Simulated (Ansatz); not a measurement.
How methods differ on SnO (tin(ii) oxide)

The species is SnO (2 atoms), meant as a singlet with charge 0. As SMILES, `[O]=[Sn]`. Geometry: a GFN2-xTB relaxation, a rough one for these elements and not checked as a minimum.

```tsv
atom	x (Å)	y (Å)	z (Å)
O	0.0000	0.0000	0.0000
Sn	0.0000	0.0000	1.8036
```

Each level gives the energy change with the O1–Sn2 bond stretched from 1.804 to 4.544 Å (eV). The values are calculated.

```
                        level                   kind  program  value (eV)  less FCI/STO-3G  CPU time (all runs)
       HF/STO-3G (restricted)           Hartree–Fock   Ansatz        6.87            +1.62                  1 s
  RPA@PBE/STO-3G (restricted)                    RPA   Ansatz        3.78            -1.47                 12 s
CCSD(T)/STO-3G (unrestricted)  coupled cluster or CI   Ansatz        5.30            +0.05                7.4 s
                   FCI/STO-3G     exact in the basis   Ansatz        5.25             0.00                 10 s
```

FCI/STO-3G is exact within its basis and frozen core, so for wave-function methods in that basis the difference is their error. Spin-restricted single references rise too steeply as a bond breaks, Hartree–Fock most of all. All-electron rows without a relativistic Hamiltonian named are non-relativistic. The first shape isn't each level's own minimum. The values span 3.78 to 6.87 eV. Spin contamination of the reference (⟨S²⟩ at least 0.1 too high) touches CCSD(T)/STO-3G. All rows use very small basis sets, so even the best lies far from the true value. In the correlated wave-function rows the outer d shell of Sn is correlated, in sets not made for it. Times are those of the runs behind each value, whatever else they computed, on shared processors of several kinds: orders of magnitude only.
